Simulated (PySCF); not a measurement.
Breaking a bond: KCl, singlet.

- UHF/def2-TZVP (PySCF)
- UMP2 = PySCF with MP2 on UHF/def2-TZVP, 10 core orbitals frozen
- UKS-r2SCAN = unrestricted r2SCAN/def2-TZVP run with PySCF

Energies are in eV, each relative to the lowest point of its own curve near equilibrium.

| R / Å | UHF | UMP2 | UKS-r2SCAN |
|---|---|---|---|
| 2.13 | 2.094 | 1.857 | 1.734 |
| 2.31 | 0.816 | 0.684 | 0.626 |
| 2.40 | 0.455 | 0.362 | 0.325 |
| 2.50 | 0.202 | 0.143 | ? |
| 2.58 | 0.082 | ? | ? |
| 2.68 | ? | 0.000 | 0.000 |
| 2.79 | 0.000 | 0.014 | 0.020 |
| 2.85 | 0.018 | ? | ? |
| 2.97 | 0.088 | 0.133 | 0.143 |
| 3.08 | 0.180 | 0.239 | 0.250 |
| 3.36 | 0.472 | 0.560 | 0.569 |
| 3.63 | 0.776 | 0.881 | 0.887 |
| 4.07 | 1.241 | 1.367 | 1.365 |
| 4.46 | 1.599 | 1.740 | 1.729 |
| 4.80 | 1.871 | 2.023 | 2.000 |
| 5.34 | 2.233 | 2.403 | 2.332 |
| 5.95 | 2.560 | 2.744 | 2.573 |
| 6.50 | 2.794 | 2.988 | 2.718 |
| 7.26 | 3.047 | 3.247 | 2.852 |
| 8.00 | 3.183 | — | 2.938 |

Q: Some entries are withheld; supply them.

A: 
- 2.50, UKS-r2SCAN: 0.124
- 2.58, UMP2: 0.048
- 2.58, UKS-r2SCAN: 0.039
- 2.68, UHF: 0.009
- 2.85, UMP2: 0.043
- 2.85, UKS-r2SCAN: 0.052

Dashes: no converged value, or the column stops at the first point that the program doubted or that broke a chosen test of continuity, which isn't proof of a fault.

The unrestricted determinant behind UHF, UMP2 is spin-contaminated at 8.00 Å (<S²> up to 1.0, against 0.00 for a pure singlet). The unrestricted determinant behind UKS-r2SCAN is spin-contaminated at 5.34 to 8.00 Å (<S²> up to 0.4, against 0.00 for a pure singlet). At the longest distance UKS-r2SCAN leaves fractional charges on the fragments, a sign of delocalisation error or of the restricted form.
